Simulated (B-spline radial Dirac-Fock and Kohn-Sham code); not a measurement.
## Auger decay of the L2 hole in Pb⁺

System: Pb⁺, [Xe] 4f14 5d10 6s2 6p1, inside a Watson sphere of charge -1 and radius 1.6 Å (a model of the Madelung potential; inside it an electron's potential energy is raised by 9.0 eV).

The run's input, task.json:

```json
{"items": [{
  "Z": 82,
  "q": 1,
  "cfg": [[1, 0, 2], [2, 0, 2], [2, 1, 6], [3, 0, 2], [3, 1, 6], [3, 2, 10], [4, 0, 2], [4, 1, 6], [4, 2, 10], [4, 3, 14], [5, 0, 2], [5, 1, 6], [5, 2, 10], [6, 0, 2], [6, 1, 1]],
  "A": 208,
  "rrms": 5.5012,
  "watson": [-1, 1.6],
  "do": ["binding", "quiet", "decay"],
  "holes": ["K", "L1", "L2", "L3", "M1", "M2", "M3", "M4", "M5", "N1", "N2", "N3", "N4", "N5", "N6", "N7"]
}]}
```

Run with: `python xray_run.py task.json out`

Model: a relativistic independent-particle model: LDA orbitals of the hole state, radiative multipoles to third order, Auger rates from the Coulomb interaction with a continuum orbital, Dirac-Fock energies. Program: an atomic code on a B-spline grid. Kinetic energies are configuration averages from the vacuum level; the two-hole energies are estimated from single-hole states.

| transition | kinetic energy (eV) | width (meV) | share (%) |
| --- | --- | --- | --- |
| L2-L3N2 | 1343.6 | 217 | 5.8 |
| L2-L3N4 | 1678.4 | 269 | 7.2 |
| L2-M1M2 | 7711.8 | 116 | 3.1 |
| L2-M2M3 | 8491.6 | 311 | 8.3 |
| L2-M2M4 | 8977.0 | 152 | 4.1 |
| L2-M2M5 | 9070.4 | 238 | 6.4 |
| L2-M3M4 | 9460.8 | 191 | 5.1 |
| L2-M4M4 | 9936.8 | 148 | 4.0 |
| L2-M4M5 | 10038.3 | 613 | 16.4 |
| L2-M4N5 | 12152.8 | 123 | 3.3 |

The listed channels hold 64 % of the non-radiative rate. Summed by principal shells, of 3.73 eV in all: LMM 52.7 %, LMN 21.0 %, LLN 17.9 %, LMO 3.0 %, LLO 2.6 %, LNN 2.0 %.

Values without a named source are computed, but for edge energies of neutral atoms, which are taken from tables.
